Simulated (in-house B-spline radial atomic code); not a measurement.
## Ionising Ga8+ with different functionals

Computed with a radial B-spline atomic code at the basis-set limit: scalar-relativistic (spin-free X2C) Hamiltonian, Fermi nucleus of rms radius 3.9973 fm, spin-polarised at highest spin, spherical fractional occupations for the functionals, the average over the highest-spin determinants for Hartree-Fock. The ionisation energy is the difference of two self-consistent energies, [Ar] 3d5 → [Ar] 3d4, without Breit or QED terms; ε is the level of the shell that loses the electron (its least bound occupied spin orbital). There is no spin-orbit coupling in this Hamiltonian.

Hybrids are left out here: with spherical fractional occupations of an open shell their exact exchange keeps a self-interaction that integer-occupation calculations don't have.

| method | rung | ΔSCF (eV) | -ε(3d) (eV) |
| --- | --- | --- | --- |
| Hartree-Fock | Hartree-Fock | 211.01 | 213.40 |
| LDA VWN5 | LDA | 211.41 | 194.85 |
| LDA PW92 | LDA | 211.40 | 194.84 |
| LDA exchange-only | LDA | 209.53 | 193.02 |
| PBE | GGA | 211.25 | 194.70 |
| PBEsol | GGA | 211.18 | 194.63 |
| BLYP | GGA | 211.09 | 194.51 |
| RPBE | GGA | 211.21 | 194.65 |
| PW91 | GGA | 211.40 | 194.85 |
| BP86 | GGA | 211.24 | 194.68 |
| AM05 | GGA | 211.22 | 194.66 |
| OLYP | GGA | 212.38 | 195.78 |
| TPSS | meta-GGA | 211.19 | 194.67 |
| SCAN | meta-GGA | 212.50 | 196.09 |
| r2SCAN | meta-GGA | 212.51 | 196.10 |
| revTPSS | meta-GGA | 211.14 | 194.62 |

How do they compare with the NIST value?

NIST lists 211 eV ± 2.2 (tabulated theory, ground level to ground level). Errors run from -1.47 to +1.51 eV; all lie within about twice that uncertainty, so the table can't rank the methods. Hartree-Fock also lacks correlation.
